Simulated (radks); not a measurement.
The mean radii <r> (bohr) of the occupied orbitals of an atom or ion are listed with their occupations. Calculated with a radial shooting solver on a logarithmic mesh with Libxc functionals: scalar-relativistic Kohn-Sham, PBE, spin-polarised, spherical densities, finite nucleus; Fermi nuclear charge, rms radius of each element as measured or else 0.836 A^(1/3) + 0.57 fm.

orbital  occ.      <r>
1s up       1  0.04149
1s down     1  0.04149
2s up       1   0.1835
2s down     1   0.1835
2p up       3   0.1601
2p down     3   0.1601
3s up       1   0.5302
3s down     1   0.5300
3p up       3   0.5404
3p down     3   0.5399
3d up       5   0.5550
3d down     5   0.5531
4s up       1    1.490
4p up       3    1.713
4p down     2    1.740

Name the element and its charge. Open shells, if any, are filled with parallel spins first.

Answer. Z = 36, krypton, charge +2: Kr2+ in [Ar] 3d10 4s1 4p5. The 1s radius gives Z: for a bare nucleus <r> = (2 gamma + 1)/(2Z) with gamma = sqrt(1 - (Z/c)^2), 0.04069 bohr for Z = 36, and screening makes it slightly larger (0.04149 here). The occupations add up to 34, and the charge is Z minus that.
